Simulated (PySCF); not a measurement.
A PySCF script (with the pyscf-properties extension) for the NMR shieldings of SMILES F[C@@H]1[BH2-][S@@+]2CC[C@@H]1C2, C$_{5}$H$_{10}$BFS, on a GFN2-xTB geometry:

```python
import basis_set_exchange as bse
import numpy as np
from pyscf import gto, dft
from pyscf.prop import nmr

atoms = """
F     2.036447   -1.542522    0.667696
C     1.300332   -0.677115   -0.151355
B     1.543542    0.894855    0.246535
S    -0.247083    1.368046    0.966725
C    -1.140250    1.157912   -0.619829
C    -1.048733   -0.327306   -0.992251
C    -0.180383   -1.019713    0.060388
C    -0.559851   -0.373342    1.382030
H     1.610781   -0.941917   -1.169585
H     1.712819    1.616135   -0.676201
H     2.299440    1.051291    1.139494
H    -0.660018    1.808849   -1.345554
H    -2.167903    1.486133   -0.470772
H    -2.046093   -0.770833   -0.997253
H    -0.617524   -0.453513   -1.985051
H    -0.336861   -2.101717    0.071716
H    -1.603745   -0.503575    1.663573
H     0.096322   -0.665352    2.198036
"""
names = dict.fromkeys(["F", "C", "B", "S", "H"], "pcSseg-1")
basis = {el: gto.basis.parse(bse.get_basis(n, elements=[el], fmt="nwchem")) for el, n in names.items()}
mol = gto.M(atom=atoms, basis=basis, charge=0, verbose=0)
mf = dft.RKS(mol, xc="PBE0")
mf.grids.level = 2
mf.grids.alignment = dft.numint.BLKSIZE   # the property module wants whole blocks of grid points
mf.conv_tol = 1e-9
mf.kernel()

calc = nmr.RKS(mf)   # GIAO
C = mf.mo_coeff
Co = C[:, mf.mo_occ > 0]
resp = mf.gen_response(singlet=True, hermi=2)
def vind(x):   # induced exchange potential for any number of trial vectors
    d = np.einsum("pi,xij,qj->xpq", C, 2 * x.reshape(-1, C.shape[1], Co.shape[1]), Co, optimize=True)
    return np.einsum("xpq,pi,qj->xij", resp(d - d.transpose(0, 2, 1)), C, Co, optimize=True).ravel()
mo1, _ = nmr.rhf.solve_mo1(calc, with_cphf=vind)
sigma = calc.kernel(mo1)
for i, s in enumerate(sigma):   # ppm
    print("%2d %-2s %9.2f" % (i, mol.atom_pure_symbol(i), np.trace(s) / 3))
```

**Question.** What are the results?

**Answer.** 
```
 0 F     379.07
 1 C      87.96
 2 B     114.48
 3 S     474.61
 4 C     143.10
 5 C     159.26
 6 C     132.58
 7 C     136.93
 8 H      26.93
 9 H      29.73
10 H      29.24
11 H      29.33
12 H      29.03
13 H      30.09
14 H      30.21
15 H      28.79
16 H      29.43
17 H      28.66
```

These numbers come from an equivalent density-fitted implementation of the same equations, which agrees with the script to about 0.01 ppm for H and up to a few tenths of a ppm for heavy atoms, so last digits may differ.

Size and cost of the density-fitted run: 193 basis functions, 100 s wall time on 1 thread of an Intel Xeon, shared host; peak memory 0.86 GiB.
